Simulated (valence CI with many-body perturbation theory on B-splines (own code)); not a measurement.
Which ion has this spectrum?

A relativistic CI+MBPT calculation for an atom or ion with 13 electrons gives these levels (eV):

| J | Parity | E | g |
| --- | --- | --- | --- |
| 1/2 | odd | 0.00 | 0.66 |
| 3/2 | odd | 38.91 | 1.33 |
| 1/2 | even | 78.08 | 2.44 |
| 3/2 | even | 104.95 | 1.69 |
| 5/2 | even | 113.32 | 1.42 |
| 3/2 | even | 126.09 | 0.89 |
| 1/2 | even | 134.88 | 1.14 |
| 5/2 | even | 147.77 | 1.36 |
| 3/2 | even | 163.79 | 0.93 |
| 1/2 | even | 174.09 | 1.74 |
| 5/2 | even | 176.07 | 1.21 |
| 3/2 | even | 179.32 | 1.14 |
| 3/2 | odd | 208.63 | 1.24 |
| 3/2 | odd | 221.66 | 0.52 |

The energies are calculated, and their last digits are not significant.

Q: Which is it?
A. Ag34+
B. Pd33+
C. Cd35+
D. Rh32+

A: B. Pd33+, ground level (3s^2 3p1/2) J=1/2.
